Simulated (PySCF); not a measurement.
Two-component Hartree-Fock for Gd⁵⁹⁺ (gadolinium, charge +59)

Start: [He] 2s2 2p1; 2p3/2 filled at m_j = +3/2. Calculated with PySCF 2.14 in an uncontracted even-tempered set (17 s from 41 bohr⁻², ratio 2.4; 13 p from 53 bohr⁻², ratio 2.4; 5 d from 170 bohr⁻², ratio 2.6; 4 f from 260 bohr⁻², ratio 2.6): generalised Hartree-Fock with the X2C-1e Hamiltonian and a Gaussian nucleus; one run each with spin-orbit coupling (SO) screened by Boettger's factors, then bare. This is a chosen level, not necessarily the ground level.

```csv
spinor shell,electrons,"ε, screened SO (eV)","ε, bare SO (eV)",weight of nominal j (bare SO),"rms radius, bare SO (bohr)"
1s1/2,2,-56746.8,-56747.1,1.000,0.0248
2s1/2,2,-13696.7,-13696.8,1.000,0.0963
2p3/2,1,-12766.1,-12759.1,1.000,0.0870
```

```tsv
quantity	screened SO	bare SO
E (hartree)	-5806.92608	-5806.66917
M_J	3/2	3/2
⟨J²⟩	3.750	3.750
⟨L²⟩	2.000	2.000
⟨S²⟩	0.750	0.750
```

Each row is a mean over spinors that exchange with the open shell spreads, by up to 54.925 eV (2s1/2).

Breit and QED terms are absent; they matter most for the inner s and p1/2 levels.

Densities and radii are taken from the X2C orbitals without a picture-change correction, which distorts them close to the nucleus.
